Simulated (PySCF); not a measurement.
Energy of Ni⁺ (nickel, charge +1) between two integer charges

The 3d beta orbital of [Ar] 3d9 is emptied in steps (occupation f), with all orbitals relaxed, ending at [Ar] 3d8. Calculation: PySCF 2.14, in aug-pcseg-2; no relativity, point nucleus. The exact energy is a straight line in f; departures are measured from the line between the end points of the same method.

```tsv
f	BHandHLYP (eV)	wB97X (eV)	r2SCAN0 (eV)
1	0.000	0.000	0.000
0.8	-0.255	-0.288	-0.610
0.6	-0.404	-0.449	-0.926
0.4	-0.423	-0.464	-0.936
0.2	-0.295	-0.318	-0.629
0	0.000	0.000	0.000
```

Q: For r2SCAN0, how does the orbital energy at f = 1 compare with the removal energy?

A: −ε = 13.934 eV against a total-energy difference of 17.688 eV. By Janak's theorem ε = ∂E/∂f, so the gap between them reflects the curvature. Along the path −ε is 15.360 (f = 0.8), 16.866 (f = 0.6), 18.424 (f = 0.4), 20.023 (f = 0.2) eV.

```
   method  E(f=0) − E(f=1) (eV)  −ε at f=1 (eV)  −ε at f=0.4 (eV)
BHandHLYP                17.685          16.192            17.943
    wB97X                18.450          16.727            18.769
  r2SCAN0                17.688          13.934            18.424
```

Reference removal energy between the ground levels: 18.169 eV (measured; NIST Atomic Spectra Database, ionization energies). The calculation has no spin-orbit coupling. The determinant left behind need not be the lowest term of the ion.
